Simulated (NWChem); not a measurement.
Molecule: PbHSCl, singlet; SMILES [SH][Pb][Cl]

```xyz
4

Pb     0.4892     0.0088     0.0000
Cl    -1.1605     1.8952     0.0000
S     -1.2567    -1.8815     0.0000
H     -0.2789    -2.8355     0.0000
```
Atoms are numbered in this order, from 1.

Results from NWChem. Medium grid unless said otherwise, to which SCAN and Minnesota functionals are sensitive. Low-valent species are run as closed-shell singlets; no triplet was tried in these runs. Geometry: optimised at PBE-D3(BJ)/def2-SVP. def2 effective core potentials on Pb; no spin-orbit coupling. Hybrids' shares of exact exchange are those that their runs print; pure functionals count as 0. The functionals differ in more than this share.

| row | share of exact exchange | highest occupied level (eV) |
|---|---|---|
| PBE/def2-SVP | 0.00 | -6.13 |
| BP86/def2-SVP | 0.00 | -6.24 |
| TPSSh/def2-SVP | 0.10 | -6.70 |
| B3LYP/def2-SVP | 0.20 | -6.99 |
| PBE0/def2-SVP | 0.25 | -7.28 |
| MN15/def2-SVP | 0.44 | -7.87 |
| BHandHLYP/def2-SVP | 0.50 | -8.21 |
| M05-2X/def2-SVP | 0.56 | withheld |

Problem. Fit a straight line of the last column on the one before it, predict the withheld value, and compare with the run.

Solution. 
1. Means of the 7 shown rows: x = 0.213, y = -7.060. Slope Σ(x − x̄)(y − ȳ)/Σ(x − x̄)² = -0.9364/0.2389 = -3.919; intercept -6.226.
2. The shown rows scatter about the line by 0.064 (root mean square); the largest residual is +0.10, at PBE/def2-SVP.
3. At x = 0.56 (M05-2X/def2-SVP; beyond the shown range) the line gives -8.42.
4. The run gives -8.40, +0.02 from the line, 0.3 times the scatter.
